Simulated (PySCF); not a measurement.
## How the method moves the HOMO and LUMO of `C#CC(=O)[SiH](F)F`

Species: C3H2F2OSi.
Cartesian coordinates in Å at the PBE0-D3(BJ)/def2-SVP level; atoms count from 1:
```
atom  x, y, z in Å
C1     2.256    0.723    0.218
C2     1.388   -0.034   -0.165
C3     0.264   -0.836   -0.598
O4     0.355   -1.999   -0.935
Si5   -1.475   -0.026   -0.634
F6    -1.850    0.474    0.852
F7    -1.440    1.280   -1.578
H8     3.041    1.378    0.555
H9    -2.485   -0.984   -1.122
```

Basis pcSseg-2 throughout (PySCF), one geometry. Geometry: PBE0-D3(BJ)/def2-SVP, one conformer, isolated molecule.

Problem. How do the orbital energies, the gap and the dipole change with the method?

Solution. 
| method | kind | HOMO (eV) | LUMO (eV) | gap (eV) | μ (D) | SCF cycles |
| --- | --- | --- | --- | --- | --- | --- |
| PBE | GGA | -6.45 | -3.87 | 2.58 | 1.63 | 17 |
| B97-D | GGA | -6.46 | -3.75 | 2.71 | 1.65 | 18 |
| BP86 | GGA | -6.56 | -3.95 | 2.61 | 1.64 | 17 |
| KT2 | GGA | -6.66 | -3.83 | 2.83 | 1.63 | 18 |
| B97-2 | global hybrid | -7.78 | -2.94 | 4.84 | 1.59 | 16 |
| wB97X-D | range-separated hybrid | -9.98 | -1.07 | 8.91 | 1.55 | 16 |
| HF | Hartree–Fock | -11.66 | 1.05 | 12.70 | 1.60 | 14 |

The HOMO spans 5.20 eV, from PBE down to HF, and the gap runs from 2.58 eV (PBE) to 12.70 eV (HF). Over the methods PBE (0 %), B97-D (0 %), BP86 (0 %), KT2 (0 %), B97-2 (21 %), HF (100 %), a straight line through the gap against the share of exact exchange rises by 1.00 eV for each 10 % (correlation coefficient 1.000). The dipole ranges from 1.55 D (wB97X-D) to 1.65 D (B97-D). This basis has no diffuse functions.
